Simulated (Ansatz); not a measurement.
Frontier orbitals of CH₆OSiSn, SMILES `[SnH3][SiH]1CO1`.

Z-matrix (Å, degrees):
```
Sn
Si 1 2.553
H 1 1.706 2 110.9
H 1 1.707 2 110.2 3 120.0
H 1 1.704 2 109.0 3 -120.3
C 2 1.815 1 121.9 3 131.4
O 2 1.675 1 116.0 3 74.8
H 2 1.486 1 117.1 3 -66.0
H 6 1.088 2 121.9 1 2.1
H 6 1.088 2 121.1 1 161.0
```

The species carries charge 0 and has multiplicity 1. Correlated methods include outer-core shells of Sn, which these sets cover unevenly. Sn: def2 effective core potential. The structure was optimised at the PBE0-D4/def2-TZVP level. Basis def2-TZVPP, Ansatz.

```
functional  HOMO (eV)  LUMO (eV)  gap (eV)
       PBE      -6.31      -1.80      4.51
    r2SCAN      -6.54      -1.61      4.93
    B97M-V      -6.60      -1.72      4.88
      PBE0      -7.50      -1.01      6.49
 CAM-B3LYP      -8.80      -0.01      8.79
   ωB97X-V      -9.78       0.95     10.73
   ωB97M-V      -9.64       0.72     10.36
```

A quarter of exact exchange (PBE0) shifts PBE's HOMO by −1.19 eV and its LUMO by +0.78 eV; full exchange at long range (ωB97M-V) shifts them by −3.34 and +2.51 eV. The gap opens from 4.51 to 10.36 eV, since occupied levels lose self-interaction and empty ones feel all the electrons. A positive LUMO is unbound and depends on the basis.
